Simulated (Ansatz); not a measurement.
```yaml
crystal:
  periodic: [false, false, false]
  atoms:
    - {symbol: Sr, position_ang: [0.055618, 0.047505, 0.319884]}
    - {symbol: Se, position_ang: [-2.792134, -0.802426, -0.197580]}
    - {symbol: Se, position_ang: [2.653837, 0.770402, -0.090539]}
basis:
  gaussian: {orbitals: def2-TZVPP, final_grid: {core_spheres: 8, valence_spheres: 7, degree: 23}, point_charges: [{charge: 2.00, position_ang: [5.376, 0.854, 0.257]}]}
hamiltonian: {xc: {name: wB97M-V}}
scf: {lower_state_search: light}
```

```sh
$ ansatz run in.yaml --threads 4 --pin off --events-out ev --progress --plain --max-ram 3916MiB
```

It prints (some lines left out):

```
Functional definition: wB97M-V
1034 factors; their error is unknown
199 factors; integrals over basis functions are off by at most 3.8e-5 eV
mean field evaluation 1: about -131513.4667 eV, gradient 6.1e1 eV
mean field evaluation 2: about -131426.9953 eV, gradient 1.3e2 eV
mean field evaluation 4: about -131531.8847 eV, gradient 8.9e0 eV
mean field evaluation 8: about -131532.2280 eV, gradient 3.1e-1 eV
mean field evaluation 16: about -131532.7213 eV, gradient 1.3e-2 eV
mean field evaluation 32: about -131532.7236 eV, gradient 3.5e-4 eV
mean field -131532.72364447 eV, -4833.7384378521 hartree, gradient 6.9e-6 eV, S^2 0.000000; 4 other end points of the search recorded, 0 dependent functions left out
reference -131532.72370972 eV, -4833.7384402501 hartree; 39, 39 occupied and 97, 97 virtual orbitals, 1034 factors
Total energy: -131532.72370972 eV, -4833.7384402501 hartree
```

It took 17 s on 4 threads of Arm Neoverse V2 on a shared host.

In the def2 sets Sr takes a core potential; there is no spin–orbit coupling. A triplet lies near this restricted singlet, and broken spin symmetry wasn't tried.
